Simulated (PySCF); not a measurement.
This PySCF input asks for the NMR shieldings of SMILES Cc1snnc1C(F)(F)F, C$_{4}$H$_{3}$F$_{3}$N$_{2}$S; the geometry comes from GFN2-xTB.

```python
import basis_set_exchange as bse
import numpy as np
from pyscf import gto, dft
from pyscf.prop import nmr

atoms = """
C     1.627729   -0.684001   -0.068509
C     0.724335    0.485810   -0.021020
S     1.252034    2.118283   -0.061907
N    -0.306993    2.680121   -0.006882
N    -1.163790    1.770947    0.038214
C    -0.658702    0.526135    0.033084
C    -1.551907   -0.671019    0.075557
F    -1.389624   -1.449478   -1.013223
F    -1.274103   -1.465060    1.130158
F    -2.841066   -0.362409    0.149215
H     1.157609   -1.552357    0.387510
H     2.560888   -0.467272    0.446036
H     1.859201   -0.929214   -1.105960
"""
names = dict.fromkeys(["C", "S", "N", "F", "H"], "pcSseg-1")
basis = {el: gto.basis.parse(bse.get_basis(n, elements=[el], fmt="nwchem")) for el, n in names.items()}
mol = gto.M(atom=atoms, basis=basis, charge=0, verbose=0)
mf = dft.RKS(mol, xc="PBE0")
mf.grids.level = 2
mf.grids.alignment = dft.numint.BLKSIZE   # the property module wants whole blocks of grid points
mf.conv_tol = 1e-9
mf.kernel()

calc = nmr.RKS(mf)   # GIAO
C = mf.mo_coeff
Co = C[:, mf.mo_occ > 0]
resp = mf.gen_response(singlet=True, hermi=2)
def vind(x):   # induced exchange potential for any number of trial vectors
    d = np.einsum("pi,xij,qj->xpq", C, 2 * x.reshape(-1, C.shape[1], Co.shape[1]), Co, optimize=True)
    return np.einsum("xpq,pi,qj->xij", resp(d - d.transpose(0, 2, 1)), C, Co, optimize=True).ravel()
mo1, _ = nmr.rhf.solve_mo1(calc, with_cphf=vind)
sigma = calc.kernel(mo1)
for i, s in enumerate(sigma):   # ppm
    w = np.linalg.eigvalsh((s + s.T) / 2)
    print("%2d %-2s iso %8.1f  s11 %8.1f  s22 %8.1f  s33 %8.1f" % (i, mol.atom_pure_symbol(i), w.mean(), *w))
```

Question: Give the expected output.

Answer: 
```
 0 C  iso    174.4  s11    157.2  s22    180.4  s33    185.6
 1 C  iso     14.7  s11    -79.7  s22     -8.9  s33    132.8
 2 S  iso    -65.5  s11   -472.5  s22    115.7  s33    160.2
 3 N  iso   -182.5  s11   -511.6  s22   -165.2  s33    129.3
 4 N  iso   -207.3  s11   -596.2  s22   -181.6  s33    156.0
 5 C  iso     34.5  s11    -25.2  s22     41.9  s33     86.7
 6 C  iso     55.9  s11     44.1  s22     56.3  s33     67.4
 7 F  iso    234.3  s11    155.6  s22    220.8  s33    326.6
 8 F  iso    241.2  s11    163.7  s22    221.9  s33    338.1
 9 F  iso    258.7  s11    186.3  s22    250.9  s33    338.9
10 H  iso     28.4  s11     22.1  s22     29.4  s33     33.6
11 H  iso     28.7  s11     22.6  s22     28.1  s33     35.4
12 H  iso     28.9  s11     25.4  s22     25.6  s33     35.8
```

These numbers come from an equivalent density-fitted implementation of the same equations, which agrees with the script to about 0.01 ppm for H and up to a few tenths of a ppm for heavy atoms, so last digits may differ.

Question: Turn these shieldings into chemical shifts. References, each an isolated molecule treated in the same way: ¹³C (σref 186.93) and ¹H (σref 31.72) vs TMS; CS2 for ³³S (σref 503.73); ¹⁵N (σref 267.73) against NH3; CFCl3 for ¹⁹F (σref 170.95).

Answer: Averaging equivalent atoms: C 1: 172.2; C 5: 152.4; C 6: 131.0; C 0: 12.5; S 2: 569; N 4: 475.0; N 3: 450.2; F 7/8/9: -73.8; H 10/11/12: 3.03 ppm. Unscaled 19F shifts against computed CFCl3 carry errors that often reach 10 to 50 ppm. Experimental scales use liquid or dissolved standards, which lie at an offset from isolated NH3 (liquid NH3: subtract about 20 ppm). Unscaled 15N shifts of sp2 nitrogen come out 20 to 40 ppm too high even then.

Size and cost of the density-fitted run: 192 basis functions, roughly 80 core-seconds.
